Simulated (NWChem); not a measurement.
System: SF$_{3}$, doublet; SMILES F[S](F)F

Here is an NWChem input.

```
start job
memory heap 200 mb stack 900 mb global 1100 mb
geometry units angstroms noautosym nocenter noautoz
  F     -1.649557     0.171772     0.301128
  S      0.000006    -0.091420     0.353065
  F      1.649550     0.171771     0.301127
  F      0.000001    -0.023421    -1.241324
end
basis spherical
  * library 6-31g*
end
dft
  odft
  mult 2
  xc xpbe96 cpbe96
  iterations 150
end
property
  efieldgrad
end
task dft property
```

All runs use the structure optimised with PBE0/def2-SVP, spin-unrestricted. No stability test was run on the SCF state.

Vzz is the largest principal value of the second derivative of the potential at the nucleus (NWChem prints the opposite sign); η is the asymmetry. Non-relativistic.

Atoms are numbered as in the input.

**Question.** What results follow from this input? (PBE/6-31G* (spherical d), spin-unrestricted.) Quantities: Vzz S2 (a.u.); η S2.

**Answer.** 
```yaml
Vzz S2 (a.u.): -2.635
"η S2": 0.28
```
